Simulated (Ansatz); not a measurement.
Frontier orbitals of `[F][Ti]12345678([F])([C@H]9[C@@H]1[C@@H]2[C@@H]3[C@H]94)[C@H]1[C@@H]5[C@@H]6[C@@H]7[C@H]18`.

| atom | x (Å) | y (Å) | z (Å) |
| --- | --- | --- | --- |
| F1 | -1.031 | -1.260 | 1.591 |
| Ti2 | 0.036 | -0.167 | 0.601 |
| F3 | 1.238 | 0.291 | 1.888 |
| C4 | -2.030 | 1.067 | 0.799 |
| C5 | -1.704 | 0.959 | -0.565 |
| C6 | -0.514 | 1.697 | -0.784 |
| C7 | -0.097 | 2.220 | 0.448 |
| C8 | -1.033 | 1.823 | 1.431 |
| C9 | 0.360 | -1.047 | -1.594 |
| C10 | 0.084 | -2.139 | -0.759 |
| C11 | 1.143 | -2.259 | 0.169 |
| C12 | 2.076 | -1.249 | -0.104 |
| C13 | 1.588 | -0.477 | -1.174 |
| H14 | -2.845 | 0.561 | 1.293 |
| H15 | -2.270 | 0.422 | -1.312 |
| H16 | -0.012 | 1.826 | -1.730 |
| H17 | 0.812 | 2.772 | 0.631 |
| H18 | -0.949 | 2.005 | 2.491 |
| H19 | -0.258 | -0.697 | -2.406 |
| H20 | -0.811 | -2.743 | -0.776 |
| H21 | 1.184 | -2.958 | 0.990 |
| H22 | 2.958 | -1.032 | 0.477 |
| H23 | 2.074 | 0.386 | -1.605 |

The species carries charge 0 and has multiplicity 1. Correlated methods include outer-core shells of Ti, which these sets cover unevenly. Scalar relativity is left out up to krypton. The geometry is a stationary point of PBE0-D4/def2-TZVP. Basis def2-TZVPP, Ansatz.

Orbital energies of one run (eV). Highest occupied ones, from the top: -6.73, -7.19, -7.44, -8.05, -10.16, -10.41, -10.76, -10.94, -10.97, -10.98, -11.06, -11.13, -11.17, -11.26. Empty: -1.61, -1.12, -0.90, -0.72, -0.64, 0.46.

Q: Which functional gave them?
A. PBE0
B. BLYP
C. ωB97X-V
D. LC-ωPBE

A: A. HOMO energies: PBE0 -6.73, BLYP -5.54, LC-ωPBE -9.16, ωB97X-V -8.84 eV.

LC-ωPBE has ω = 0.4 bohr⁻¹.
